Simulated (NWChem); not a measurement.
Species: CH$_{4}$MgO; SMILES [MgH][O]C

```xyz
7

Mg     0.0000     0.0000    -1.4050
H      0.0000     0.0000    -3.1034
O      0.0000     0.0000     0.3656
C      0.0000     0.0000     1.7503
H      0.6248    -0.8114     2.1601
H      0.3903     0.9468     2.1601
H     -1.0151    -0.1354     2.1601
```
Atoms are numbered in this order, from 1.

Computed with NWChem. Geometry: optimised at B3LYP/6-31G* (spherical d). GIAO values for the isolated, static molecule; σ is the absolute isotropic shielding, δ = σ(reference) − σ with the isolated reference molecule computed at the same levels (13C: tetramethylsilane, 1H: tetramethylsilane, 17O: water).

Q: Estimate the computed values for PBE0/pcSseg-1. Quantities: σ Mg1 (ppm); δ H2 (ppm); δ O3 (ppm); δ C4 (ppm); δ H5 (ppm).

A: The σ Mg1 (ppm) is 522.4 and the δ H2 (ppm) comes out as 4.59. The δ O3 (ppm) is -29.9 and the δ C4 (ppm) comes out as 56.6. The δ H5 (ppm) comes out as 3.95.
